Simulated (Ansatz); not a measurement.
## Nudged elastic band run: ClH₃Sn

Input:

```yaml
crystal:
  periodic: [false, false, false]
  atoms:
    - { symbol: Sn, position_ang: [0.327951, 0.0, 0.072689] }
    - { symbol: Cl, position_ang: [0.722893, 0.0, 2.396138] }
    - { symbol: H, position_ang: [1.858376, 0.0, -0.67431] }
    - { symbol: H, position_ang: [-0.55831, 1.415266, -0.263058] }
    - { symbol: H, position_ang: [-0.55831, -1.415266, -0.263058] }
basis:
  gaussian: { orbitals: def2-SVP }
hamiltonian:
  xc: cam_b3lyp
  dispersion: d4
neb:
  order_check: false
  images: 5
  f_tol: 0.03
  max_iterations: 60
  final_atoms:
    - { symbol: Sn, position_ang: [-0.20057941, 0.0, -0.92294885] }
    - { symbol: Cl, position_ang: [1.54731655, 0.0, 1.49623956] }
    - { symbol: H, position_ang: [2.67164396, 0.0, 0.86322563] }
    - { symbol: H, position_ang: [-1.11289055, 1.269399, -0.08405767] }
    - { symbol: H, position_ang: [-1.11289055, -1.269399, -0.08405767] }
  initial_path:
    images:
      - { positions_ang: [[0.327951, 0.0, 0.072689], [0.722893, 0.0, 2.396138], [1.858376, 0.0, -0.67431], [-0.55831, 1.415266, -0.263058], [-0.55831, -1.415266, -0.263058]] }
      - { positions_ang: [[0.21884946, 0.0, 0.04815571], [0.98540745, 0.0, 2.30677071], [1.8776746, 0.0, -0.34751918], [-0.64466576, 1.41677733, -0.36950312], [-0.64466576, -1.41677733, -0.36950312]] }
      - { positions_ang: [[0.10974793, 0.0, 0.02362242], [1.2479219, 0.0, 2.21740342], [1.8969732, 0.0, -0.02072835], [-0.73102151, 1.41828867, -0.47594825], [-0.73102151, -1.41828867, -0.47594825]] }
      - { positions_ang: [[0.00064639, 0.0, -0.00091087], [1.51043635, 0.0, 2.12803613], [1.91627181, 0.0, 0.30606247], [-0.81737727, 1.4198, -0.58239337], [-0.81737727, -1.4198, -0.58239337]] }
      - { positions_ang: [[-0.06642888, 0.0, -0.30825686], [1.52272975, 0.0, 1.91743728], [2.16806252, 0.0, 0.49178352], [-0.9158817, 1.36966633, -0.41628147], [-0.9158817, -1.36966633, -0.41628147]] }
      - { positions_ang: [[-0.13350415, 0.0, -0.61560286], [1.53502315, 0.0, 1.70683842], [2.41985324, 0.0, 0.67750458], [-1.01438612, 1.31953267, -0.25016957], [-1.01438612, -1.31953267, -0.25016957]] }
      - { positions_ang: [[-0.20057941, 0.0, -0.92294885], [1.54731655, 0.0, 1.49623956], [2.67164396, 0.0, 0.86322563], [-1.11289055, 1.269399, -0.08405767], [-1.11289055, -1.269399, -0.08405767]] }
```

Command:

```bash
$ ansatz run input.yaml --threads 1 --pin off --max-ram 2048MiB --backend cpu --events-out ev --progress --plain --runs-dir out
```

Output, in part (warnings, iteration lines, the closing report on the highest movable image, with atoms numbered from 0):

```
NEB end point (image 0): max|allowed force component| = 6.837e-3 eV/Å (the criterion of neb.relax_end_points is 1.000e-2)
NEB end point (image 6): max|allowed force component| = 1.833e-2 eV/Å (the criterion of neb.relax_end_points is 1.000e-2)
NEB iter   1: max|band force component| = 3.985e0 eV/Å  barrier→ = 3.0543 eV  barrier← = 1.7137 eV  Δτ_max = 0.1932 Å  (180 SCF iters)
NEB iter   2: max|band force component| = 1.866e0 eV/Å  barrier→ = 2.2053 eV  barrier← = 0.8648 eV  Δτ_max = 0.1907 Å  (145 SCF iters)
NEB iter   3: max|band force component| = 9.475e-1 eV/Å  barrier→ = 2.2279 eV  barrier← = 0.8873 eV  Δτ_max = 0.1198 Å  (145 SCF iters)
NEB iter   4: max|band force component| = 2.306e0 eV/Å  barrier→ = 2.1822 eV  barrier← = 0.8417 eV  Δτ_max = 0.0624 Å  (140 SCF iters)
NEB iter   5: max|band force component| = 2.204e-1 eV/Å  barrier→ = 2.1431 eV  barrier← = 0.8025 eV  CI = image 3  Δτ_max = 0.0927 Å  (140 SCF iters)
NEB iter   6: max|band force component| = 6.992e-2 eV/Å  barrier→ = 2.1412 eV  barrier← = 0.8006 eV  CI = image 3  Δτ_max = 0.0300 Å  (126 SCF iters)
NEB iter   7: max|band force component| = 2.589e-2 eV/Å  barrier→ = 2.1411 eV  barrier← = 0.8005 eV  CI = image 3  Δτ_max = 0.0000 Å  (244 SCF iters)
Total energy: -18397.09825367 eV, -676.0808908213 hartree
Atom 0 at     0.244474    -0.000000    -0.438826 Å, force    -0.002426    -0.000000    -0.001374 eV/Å
Atom 1 at     1.314504     0.000000     2.010868 Å, force     0.000731     0.000000    -0.001379 eV/Å
Atom 2 at     1.842605    -0.000000     0.393295 Å, force     0.004807    -0.000000     0.003729 eV/Å
Atom 3 at    -0.804491     1.364221    -0.348468 Å, force    -0.001556    -0.000430    -0.000488 eV/Å
Atom 4 at    -0.804491    -1.364221    -0.348468 Å, force    -0.001556     0.000430    -0.000488 eV/Å
Dipole moment:    -0.107057     0.000000    -0.519291 e Å
```

The run converged. A vibrational analysis at the climbing image gives one clearly imaginary mode, 1096i cm⁻¹: a first-order saddle point. The orbitals stay closed-shell, which can raise the energy where a bond breaks towards radicals; this wasn't checked here.

Final band (atoms are numbered from 1 in the order of the input):

| image | path coordinate (Å) | energy (eV) | Sn1–H3 (Å) | Cl2–H3 (Å) |
| --- | --- | --- | --- | --- |
| 0 | 0.00 | 0.00 | 1.70 | 3.27 |
| 1 | 0.49 | 0.28 | 1.68 | 2.78 |
| 2 | 0.99 | 1.28 | 1.68 | 2.22 |
| 3 | 1.48 | 2.14 | 1.80 | 1.70 |
| 4 | 1.95 | 1.61 | 2.26 | 1.33 |
| 5 | 2.43 | 1.41 | 2.82 | 1.29 |
| 6 | 2.90 | 1.34 | 3.38 | 1.29 |

Run time: 77 s on 1 thread of Arm Neoverse V2, with other jobs on the host, peak memory 0.13 GiB.
